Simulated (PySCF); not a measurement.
**Radial density of Cu⁺ (copper, charge +1)**

PBE0, [Ar] 3d10, closed-shell 1S. Computed with PySCF 2.14 in pcseg-2 (6s4p3d2f1g, 56 functions), with no relativity, point nucleus.

```tsv
r (bohr)	4πr²ρ (e/bohr)
0.00102	0.2059
0.00172	0.5597
0.00289	1.479
0.00487	3.733
0.00818	8.712
0.0138	17.85
0.0232	29.52
0.0389	34.94
0.0655	29.10
0.110	32.08
0.185	39.18
0.312	20.68
0.524	21.64
0.882	15.79
1.48	3.820
2.50	0.5239
4.20	0.02599
```
